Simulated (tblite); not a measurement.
C5H10B2F2.
SMILES with atom numbers: `[F:1][B:2]([F:3])[C@@H:4]1[CH2:5][BH:6][CH2:7][CH2:8][CH2:9]1` (hydrogens: H10 on C4; H11, H12 on C5; H13 on B6; H14, H15 on C7; H16, H17 on C8; H18, H19 on C9)

Computed with GFN2-xTB (tblite), gas phase: L-BFGS steps from a force-field or distance-geometry start until the largest atomic force falls under 0.01 eV/Å.

Step 50: E = -757.3050 eV
```
atom  x, y, z in Å  |  force x, y, z in eV/Å
F1      1.3152    0.2573    2.3321   -0.050  -0.014  -0.058
B2      1.8889    0.0368    1.1652   -0.018   0.045  -0.027
F3      3.2027    0.1824    1.2210   -0.004   0.018  -0.024
C4      1.1793   -0.3382   -0.2076    0.023  -0.009  -0.003
C5      0.7117    0.9376   -0.9637   -0.010  -0.018   0.005
B6     -0.7507    1.4253   -0.6592   -0.030   0.033   0.000
C7     -1.7974    0.4060   -0.0838   -0.030   0.033   0.005
C8     -1.1721   -0.7659    0.6774   -0.029   0.042   0.012
C9      0.0092   -1.3325   -0.1014    0.005   0.017   0.012
H10     1.9526   -0.8064   -0.8282    0.025  -0.048   0.004
H11     0.6984    0.6924   -2.0337    0.002   0.028   0.014
H12     1.4596    1.7279   -0.8657    0.001  -0.030   0.027
H13    -1.0815    2.4991   -0.9952    0.006  -0.008   0.016
H14    -2.5705    0.8752    0.5271    0.021   0.030   0.045
H15    -2.3364    0.0084   -0.9531    0.015  -0.007  -0.015
H16    -1.9137   -1.5503    0.8481    0.009  -0.011  -0.046
H17    -0.8352   -0.4204    1.6530    0.002   0.001   0.034
H18    -0.3288   -1.5749   -1.1118    0.043  -0.061  -0.010
H19     0.3593   -2.2506    0.3720    0.019  -0.042   0.009
```

Step 51: E = -757.3061 eV
```
atom  x, y, z in Å  |  force x, y, z in eV/Å
F1      1.3094    0.2565    2.3331   -0.041  -0.007  -0.076
B2      1.8842    0.0405    1.1657    0.005   0.006  -0.026
F3      3.1984    0.1873    1.2226   -0.031   0.026  -0.021
C4      1.1790   -0.3406   -0.2087    0.033   0.030   0.010
C5      0.7119    0.9360   -0.9643    0.003  -0.011  -0.019
B6     -0.7502    1.4255   -0.6613   -0.019   0.022   0.017
C7     -1.7957    0.4083   -0.0809   -0.056   0.017   0.009
C8     -1.1705   -0.7660    0.6779   -0.034   0.031  -0.003
C9      0.0084   -1.3344   -0.1037    0.040   0.041   0.022
H10     1.9558   -0.8083   -0.8266    0.002  -0.037   0.013
H11     0.6997    0.6927   -2.0346   -0.004   0.015   0.007
H12     1.4607    1.7260   -0.8684   -0.003  -0.032   0.042
H13    -1.0831    2.4977   -0.9989    0.011   0.002   0.009
H14    -2.5654    0.8787    0.5352    0.037   0.016   0.013
H15    -2.3384    0.0120   -0.9502    0.026   0.008   0.027
H16    -1.9133   -1.5497    0.8455   -0.001  -0.016  -0.036
H17    -0.8331   -0.4247    1.6558   -0.003  -0.003  -0.002
H18    -0.3277   -1.5765   -1.1149    0.026  -0.055   0.001
H19     0.3603   -2.2519    0.3691    0.009  -0.052   0.014
```

Step 52: E = -757.3073 eV
```
atom  x, y, z in Å  |  force x, y, z in eV/Å
F1      1.3056    0.2552    2.3315   -0.041   0.004  -0.073
B2      1.8808    0.0432    1.1637    0.019  -0.029  -0.017
F3      3.1950    0.1897    1.2211   -0.021   0.038  -0.016
C4      1.1786   -0.3425   -0.2102    0.025   0.054   0.008
C5      0.7109    0.9358   -0.9632    0.015  -0.009  -0.030
B6     -0.7510    1.4271   -0.6610    0.019   0.002   0.026
C7     -1.7955    0.4105   -0.0805   -0.027  -0.005   0.026
C8     -1.1700   -0.7647    0.6770   -0.024   0.001  -0.014
C9      0.0086   -1.3364   -0.1038    0.053   0.043   0.024
H10     1.9570   -0.8101   -0.8269   -0.014  -0.023   0.016
H11     0.6981    0.6949   -2.0335   -0.007   0.005  -0.013
H12     1.4619    1.7238   -0.8677   -0.009  -0.026   0.046
H13    -1.0845    2.4979   -0.9984    0.011   0.027  -0.001
H14    -2.5613    0.8808    0.5394    0.011   0.016   0.003
H15    -2.3374    0.0156   -0.9509    0.009   0.008   0.038
H16    -1.9127   -1.5486    0.8422   -0.013  -0.017  -0.026
H17    -0.8320   -0.4264    1.6563   -0.013  -0.004  -0.027
H18    -0.3236   -1.5845   -1.1150    0.007  -0.039   0.010
H19     0.3620   -2.2520    0.3723   -0.001  -0.046   0.020
```

Step 53: E = -757.3084 eV
```
atom  x, y, z in Å  |  force x, y, z in eV/Å
F1      1.2985    0.2540    2.3294   -0.038   0.011  -0.055
B2      1.8766    0.0448    1.1630    0.030  -0.039  -0.015
F3      3.1899    0.1959    1.2212   -0.009   0.043  -0.007
C4      1.1787   -0.3438   -0.2109    0.008   0.044  -0.004
C5      0.7102    0.9351   -0.9623    0.020  -0.003  -0.033
B6     -0.7514    1.4289   -0.6611    0.044  -0.015   0.034
C7     -1.7952    0.4132   -0.0785    0.012  -0.011   0.029
C8     -1.1692   -0.7645    0.6748   -0.006  -0.027  -0.017
C9      0.0100   -1.3386   -0.1050    0.042   0.021   0.021
H10     1.9588   -0.8115   -0.8259   -0.019  -0.010   0.011
H11     0.6943    0.6953   -2.0324   -0.001  -0.001  -0.030
H12     1.4642    1.7202   -0.8673   -0.015  -0.015   0.041
H13    -1.0854    2.4981   -1.0016    0.013   0.036  -0.002
H14    -2.5547    0.8849    0.5476   -0.010   0.010  -0.008
H15    -2.3391    0.0223   -0.9491   -0.010   0.005   0.048
H16    -1.9119   -1.5487    0.8387   -0.019  -0.013  -0.021
H17    -0.8285   -0.4292    1.6546   -0.030  -0.006  -0.037
H18    -0.3188   -1.5932   -1.1162   -0.003  -0.013   0.023
H19     0.3634   -2.2540    0.3735   -0.009  -0.018   0.021
```

Question: Estimate the geometry and energy of step 54. (The exact step hangs on the optimiser's Hessian estimate; all steps are aligned on step 53, rigid shifts and turns removed.)

Answer: E = -757.3092 eV, largest force 0.055 eV/Å
```
atom  x, y, z in Å  |  force x, y, z in eV/Å
F1      1.2928    0.2533    2.3269   -0.037   0.012  -0.039
B2      1.8736    0.0451    1.1620    0.027  -0.027  -0.008
F3      3.1857    0.2014    1.2211    0.013   0.044  -0.001
C4      1.1787   -0.3440   -0.2117   -0.005   0.013  -0.017
C5      0.7102    0.9348   -0.9625    0.013  -0.004  -0.023
B6     -0.7508    1.4304   -0.6602    0.047  -0.007   0.027
C7     -1.7944    0.4153   -0.0767    0.039  -0.011   0.026
C8     -1.1688   -0.7650    0.6726    0.010  -0.041  -0.012
C9      0.0116   -1.3403   -0.1054    0.016  -0.008   0.013
H10     1.9595   -0.8126   -0.8250   -0.016  -0.002   0.001
H11     0.6914    0.6962   -2.0324    0.008  -0.005  -0.039
H12     1.4660    1.7174   -0.8663   -0.013   0.001   0.031
H13    -1.0863    2.4990   -1.0035    0.022   0.023   0.005
H14    -2.5497    0.8877    0.5532   -0.025   0.008  -0.008
H15    -2.3401    0.0279   -0.9472   -0.024   0.000   0.044
H16    -1.9120   -1.5487    0.8356   -0.020  -0.013  -0.020
H17    -0.8262   -0.4318    1.6523   -0.040  -0.005  -0.028
H18    -0.3154   -1.6014   -1.1161   -0.002   0.010   0.031
H19     0.3645   -2.2554    0.3759   -0.012   0.011   0.019
```

The energy changes by -0.0008 eV. The first-order estimate −F·Δx gives -0.0011 eV and the mean of the old and new forces, exact on a quadratic surface, -0.0008 eV. The step makes an angle of 72° with the force vector and moves no atom by more than 0.009 Å.

The cost below is that of the whole relaxation. Hardware: one thread of an Intel Xeon at 2.50 GHz, no GPU, shared host with 64 logical CPUs at a one-minute load of 58. Cost: 3.4 s wall.
